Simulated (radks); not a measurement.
Problem. All-electron atom: the zirconium ion Zr2+ in [Kr] 4d2. All-electron calculation, Dirac Kohn-Sham, PBEsol, spin-unpolarised, spherical densities, finite nucleus; open shells fill j = l - 1/2 first; Fermi nuclear charge, rms radius 4.2694 fm. Program: a radial shooting solver on a logarithmic mesh with Libxc functionals.

Spin-orbit splittings of the eigenvalues, e(l+1/2) - e(l-1/2), with zeta = 2 splitting/(2l+1) and mean radii in bohr:

| shell | occ. | splitting (eV) | zeta (eV) | <r> j=l-1/2 | <r> j=l+1/2 |
|---|---|---|---|---|---|
| 2p | 6 | 85.77 | 57.18 | 0.1387 | 0.1431 |
| 3p | 6 | ? | ? | 0.4552 | 0.4657 |
| 3d | 10 | 2.497 | 0.9988 | 0.4506 | 0.4541 |
| 4p | 6 | 1.788 | 1.192 | 1.344 | 1.374 |
| 4d | 2 | 0.1563 | 0.06253 | 1.995 | 2.010 |

Estimate the 3p splitting.

Solution. 13.66 eV (zeta = 9.109 eV).
